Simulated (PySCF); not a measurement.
Molfile (atoms numbered from 1):
```
C2H6OSi2
     RDKit          3D

 11 11  0  0  0  0  0  0  0  0999 V2000
   -1.3284    1.1198    0.1435 C   0  0  0  0  0  0  0  0  0  0  0  0
   -0.0578    1.3952   -0.2180 C   0  0  0  0  0  0  0  0  0  0  0  0
    0.9667   -0.1447   -0.5600 Si  0  0  0  0  0  4  0  0  0  0  0  0
   -0.1955   -1.3134   -0.2518 O   0  0  0  0  0  0  0  0  0  0  0  0
   -1.6997   -0.7236    0.1969 Si  0  0  0  0  0  4  0  0  0  0  0  0
   -2.0395    1.9230    0.3754 H   0  0  0  0  0  0  0  0  0  0  0  0
    0.2994    2.4306   -0.2898 H   0  0  0  0  0  0  0  0  0  0  0  0
    1.4525   -0.2292   -1.9685 H   0  0  0  0  0  0  0  0  0  0  0  0
    2.1338   -0.2935    0.3579 H   0  0  0  0  0  0  0  0  0  0  0  0
   -2.7506   -1.1434   -0.7759 H   0  0  0  0  0  0  0  0  0  0  0  0
   -2.0838   -1.2102    1.5544 H   0  0  0  0  0  0  0  0  0  0  0  0
  1  2  2  0
  2  3  1  0
  3  4  1  0
  4  5  1  0
  5  1  1  0
  1  6  1  0
  2  7  1  0
  3  8  1  0
  3  9  1  0
  5 10  1  0
  5 11  1  0
M  END
```

Geometry: PBE0-D3(BJ)/def2-SVP; GIAO shifts from PySCF, gas phase, non-relativistic, averaged over equivalent atoms.

At PBE0/cc-pVTZ (242 basis functions, 42 s wall time on 1 thread of an Arm Neoverse N1, shared host):
```tsv
atoms	δ (ppm)
C1/C2	159.1
Si3/Si5	-5.4
O4	25.1
H6/H7	7.64
H8/H9/H10/H11	5.38
```

Scale: TMS for ¹³C (σref 187.29), ²⁹Si (σref 360.00), ¹H (σref 31.29); H2O for ¹⁷O (σref 334.84) (reference shieldings calculated alike).

What do these become at WP04/pcSseg-2?

Answers


```json
{"atoms": "C1/C2", "δ at WP04/pcSseg-2": "162.7", "change": "+3.6"}
{"atoms": "Si3/Si5", "δ at WP04/pcSseg-2": "-24.7", "change": "-19.3"}
{"atoms": "O4", "δ at WP04/pcSseg-2": "15.5", "change": "-9.6"}
{"atoms": "H6/H7", "δ at WP04/pcSseg-2": "7.15", "change": "-0.49"}
{"atoms": "H8/H9/H10/H11", "δ at WP04/pcSseg-2": "4.61", "change": "-0.77"}
```

Scale: TMS for ¹³C (σref 172.10), ²⁹Si (σref 328.00), ¹H (σref 31.61); ¹⁷O (σref 314.06) vs H2O (reference shieldings calculated alike).

The largest change is at Si3/Si5 (silicon bonded to C, O, 2 H, in a 5-membered ring). Cost: 278 basis functions.

Experimental scales use liquid or dissolved standards, which lie at an offset from isolated H2O (liquid H2O: subtract about 36 ppm).
